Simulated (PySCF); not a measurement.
A structure optimised at PBE-D3(BJ)/def2-SVP, used in a PySCF frequency run:

```xyz
5

F      1.3045    -0.7531    -1.3724
Si     0.0000     0.0000    -0.8034
F      0.0000     1.5063    -1.3724
F     -1.3045    -0.7531    -1.3724
Br     0.0000     0.0000     1.3801
```
Charge 0, spin multiplicity 1.

**Question.** Write its SMILES, formula and point group.

**Answer.** F[Si](F)(F)Br, BrF₃Si, C3v

**Question.** What are its rotational constants (standard atomic weights)?

**Answer.** 3.9082, 1.4787, 1.4787 GHz
